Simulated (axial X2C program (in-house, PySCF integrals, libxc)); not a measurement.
# Co: configurations by level of theory

Computed with an axial X2C code built on PySCF integrals, basis dyall-cv3z (cores contracted in-house), spin-free (one-electron X2C) and two-component (2c, atomic mean-field Coulomb and Gaunt terms). Energies in eV from the lowest row of each column (rows without correlated energies are left out; n/a marks j-coupled starts, which PBE0 does not hold); electrons by l are Mulliken totals of the Hartree–Fock solution, and PBE0 can relax to another configuration under the same block occupation. Coupled cluster uses truncated natural virtuals with an MP2 remainder. Frozen shells in the correlated columns: 3 s, 2 p.

Spin-free determinants:

```json
{"electrons by l": "s8 p12 d7", "M_S, M_L": "3/2, 2", "HF": "0.00", "MP2": "0.00", "CCSD(T)": "0.00", "PBE0": "0.00"}
{"electrons by l": "s8 p12 d7", "M_S, M_L": "3/2, 3", "HF": "0.09", "MP2": "0.07", "CCSD(T)": "0.07", "PBE0": "0.29"}
{"electrons by l": "s7 p12 d8", "M_S, M_L": "3/2, 2", "HF": "1.94", "MP2": "0.22", "CCSD(T)": "0.84", "PBE0": "0.22"}
{"electrons by l": "s7 p12 d8", "M_S, M_L": "3/2, 3", "HF": "2.02", "MP2": "0.28", "CCSD(T)": "0.91", "PBE0": "0.49"}
{"electrons by l": "s7 p12 d8", "M_S, M_L": "3/2, 0", "HF": "2.24", "MP2": "0.46", "CCSD(T)": "1.01", "PBE0": "0.31"}
```

Two-component determinants:

```json
{"electrons by l": "s8 p12 d7", "2M_J": "7", "HF": "0.00", "MP2": "0.00", "CCSD(T)": "0.00", "PBE0": "0.00"}
{"electrons by l": "s8 p12 d7", "2M_J": "9", "HF": "0.06", "MP2": "0.04", "CCSD(T)": "0.05", "PBE0": "0.26"}
{"electrons by l": "s8 p12 d7", "2M_J": "1", "HF": "0.12", "MP2": "0.12", "CCSD(T)": "0.12", "PBE0": "0.12"}
{"electrons by l": "s8 p12 d7", "2M_J": "3", "HF": "0.24", "MP2": "0.22", "CCSD(T)": "0.22", "PBE0": "0.45"}
{"electrons by l": "s8 p12 d7", "2M_J": "3", "HF": "0.41", "MP2": "0.34", "CCSD(T)": "0.29", "PBE0": "0.11"}
{"electrons by l": "s7 p12 d8", "2M_J": "7", "HF": "1.94", "MP2": "0.22", "CCSD(T)": "0.84", "PBE0": "0.22"}
{"electrons by l": "s7 p12 d8", "2M_J": "9", "HF": "1.99", "MP2": "0.25", "CCSD(T)": "0.89", "PBE0": "0.46"}
{"electrons by l": "s7 p12 d8", "2M_J": "1", "HF": "2.04", "MP2": "0.32", "CCSD(T)": "0.95", "PBE0": "0.33"}
```

Ground level as tabulated from the NIST Atomic Spectra Database (leading term): 2S+1 = 4, L = 3, J = 9/2.

Single determinants need not be terms or J levels, so several rows can belong to one term; PBE0 has no current term and treats spin collinearly, and Hartree–Fock breaks spherical symmetry, which spreads rows that should be degenerate. The search is wide but not exhaustive and can miss a configuration; gaps between s and d configurations can be off by some tenths of an eV with this basis and core.

The run took 4 min on 1 thread of Intel(R) Xeon(R) Processor @ 2.30GHz (shared host).
